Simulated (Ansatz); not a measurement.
Computed with Ansatz on PBE0-D4/def2-TZVP structures; ΔE is electronic, products minus reactants. CCSD(T)/CBS is the MP2 limit (def2-TZVPP, def2-QZVPP) plus CCSD(T) − MP2 in def2-TZVPP, frozen cores. This one scheme is used for every species, atoms too. DFT in def2-TZVPP. B3LYP here is the variant with VWN-RPA as its local correlation; programs differ in this. Open shells (•) are unrestricted, without spin–orbit coupling. Spin–orbit coupling would lower the free atoms: a little for C; clearly for Se. Bonds to Se are less sure, by a few kJ/mol each and by 10 to 20 or more in all where they break to atoms, as the def2 sets lack core-valence functions. Scalar relativity is left out up to krypton. Each species was taken in one conformer, which may not be the lowest.

`C[Se]CC#N` → 3 C• + 5 H• + N• + Se•  (atomization)

```
         level  ΔE (eV)
         B3LYP    40.81
MP2/def2-QZVPP    41.56
```

Task: What does CCSD(T)/CBS give? (Estimate.)

Result: The calculation gave: +41.08 eV. The listed levels differ from it by -0.27, 0.48 eV.

Largest T1 diagnostic among the species: 0.011.

The D4 term adds +0.36 eV with B3LYP and +0.19 eV with PBE0; it sums over pairs of atoms, weighted by their polarisabilities, and B3LYP, whose exchange is more repulsive, gets the larger term. In def2-TZVPP, CCSD(T) changes the Hartree–Fock value by +11.34 eV (the triples alone add +0.81 eV) and MP2 by +12.28 eV; breaking electron pairs costs correlation energy, which Hartree–Fock lacks.

For atomizations the MP2-based limit and the directly extrapolated one differ by several kJ/mol either way, and by 10 to 25 for some Ge, Se and Sn compounds, so smaller differences from it don't rank the levels.
